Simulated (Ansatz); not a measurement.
Molecule: CdTe (charge 0, singlet). SMILES: [Te]=[Cd]
Geometry: optimised at B3LYP-D3(BJ)/def2-TZVP (Ansatz, an electronic-structure program).

Computed values are from Ansatz. Valence correlation only, unless marked. UHF or UKS for open shells. Spin-orbit coupling is left out. The frozen core is the preceding noble-gas configuration, with the filled d and f shells of earlier blocks. Past Kr the def2 sets carry scalar-relativistic core potentials. CBS marks a two-point X^-3 extrapolation of the correlation energy; Hartree-Fock from the larger set.

```json
{
  "atomisation energy De": "15.5 kcal/mol at CCSD(T)/CBS(def2-TZVPPD,def2-QZVPPD)",
  "vertical ionisation energy (to the doublet)": "7.79 eV at CCSD(T)/CBS(def2-TZVPPD,def2-QZVPPD)",
  "total_energy": "-434.5325 Eh at CCSD(T)/CBS(def2-TZVPPD,def2-QZVPPD)",
  "dipole_moment": "5.10 D at CCSD(T)/def2-SVPD",
  "T1 diagnostic": "0.022 at CCSD/def2-QZVPPD"
}
```

The Hartree-Fock reference is unstable (checked in the largest basis), which strains HF and MP2.
